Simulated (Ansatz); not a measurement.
`[F][SnH]([Cl])[GeH3]` + CH₃SH → `C[S][SnH]([F])[Cl]` + GeH₄  (cleavage of the Sn–Ge bond)

Program: Ansatz. Geometries: PBE0-D4/def2-TZVP. ΔE: electronic, gas phase. CBS: MP2 limit from def2 TZ/QZ plus the TZ coupled-cluster correction, frozen cores. This one scheme is used for every species. Functionals use def2-TZVPP. B3LYP here is the variant with VWN-RPA as its local correlation; programs differ in this. HSE06 is defined as in plane-wave codes. Elements past krypton have def2 core potentials. For Ge, Sn outer-core shells are correlated without core-valence functions, which leaves a few kJ/mol of doubt a bond. Scalar relativity is left out up to krypton. One conformer a species, not always the lowest.

```csv
level,ΔE (kJ/mol),difference from CCSD(T)/CBS
LDA (SPW92),-11.6,4.2
PBE0-D4,-12.3,3.5
B3LYP-D4,-13.1,2.7
r2SCAN0-D4,-14.4,1.4
HSE06-D4,-12.2,3.6
ωB97X-V,-15.0,0.8
PBE-QIDH,-14.4,1.4
r2SCAN,-15.4,0.4
r2SCANh,-14.4,1.4
BHLYP,-9.4,6.4
CAM-B3LYP,-9.6,6.2
MP2/def2-SVP,-22.2,-6.4
CCSD(T)/def2-SVP,-17.3,-1.5
MP2/def2-TZVPP,-18.8,-3.0
CCSD(T)/def2-TZVPP,-15.7,0.1
MP2/def2-QZVPP,-19.0,-3.2
CCSD(T)/CBS,-15.8,0
```

Largest T1 diagnostic among the species: 0.013.

The D4 term adds −6.2 kJ/mol with B3LYP and −3.4 kJ/mol with PBE0; it sums over pairs of atoms, weighted by their polarisabilities, and B3LYP, whose exchange is more repulsive, gets the larger term. Leaving LDA and LC-ωPBE aside and taking each functional with its dispersion term where it has one, the values, not all of them listed here, spread over 13.7 kJ/mol, from B97M-V to HSE06-D4. LDA lies −3.1 kJ/mol from PBE without D4.
